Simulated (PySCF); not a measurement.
AgCl, charge -1, doublet, at a GFN2-xTB geometry (such geometries of metal compounds can be far from the true shape) (the multiplicity is a formal guess) (core potentials on Ag) (in this run its highest filled SCF level lies above zero, so its values depend strongly on the basis, on diffuse functions most of all). Base run: PBE/def2-SV(P) (PySCF).

The PySCF input:
```python
from pyscf import gto, scf, dft

mol = gto.M(
    atom='''
Ag   -0.00000000   -0.00000000   -0.72010696
Cl    0.00000000    0.00000000    1.99088395
''',
    basis='def2-sv(p)',
    ecp={'Ag': 'def2-sv(p)'},
    charge=-1,
    spin=1,
    verbose=4,
)

mf = dft.UKS(mol)
mf.xc = 'pbe'
mf.kernel()
mf.analyze()
```

Variants of this job, named by their change:

```
change                                     ΔE vs base (µEh)  grid points  electrons on the grid        outcome
-----------------------------------------  ----------------  -----------  ---------------------  -------------
base                                                    0.0        41320               37.00000      converged
grids.atom_grid = (50, 194)                            -1.1        12632               37.00001      converged
grids.prune = dft.gen_grid.sg1_prune                      -            -                      -  input refused
grids.level = 4                                        -2.7        61400               37.00000      converged
grids.prune = dft.gen_grid.treutler_prune               0.4        40496               37.00000      converged
grids.atom_grid = (30, 110)                            -626         4872               37.00008      converged
grids.level = 1                                        15.3        14528               37.00001      converged
grids.radi_method = mura_knowles                       -2.3        36352               37.00000      converged
grids.level = 2                                         2.1        26192               37.00000      converged
grids.radi_method = gauss_chebyshev                    -1.4        39032               37.00000      converged
grids.atom_grid = (75, 302)                             1.7        27088               37.00000      converged
```

Open shells are given as the SCF converged; they aren't shown to be the lowest states, and a large step between rows can be another state.

- grids.prune = dft.gen_grid.sg1_prune: ended with `IndexError: index 47 is out of bounds for axis 0 with size 19`
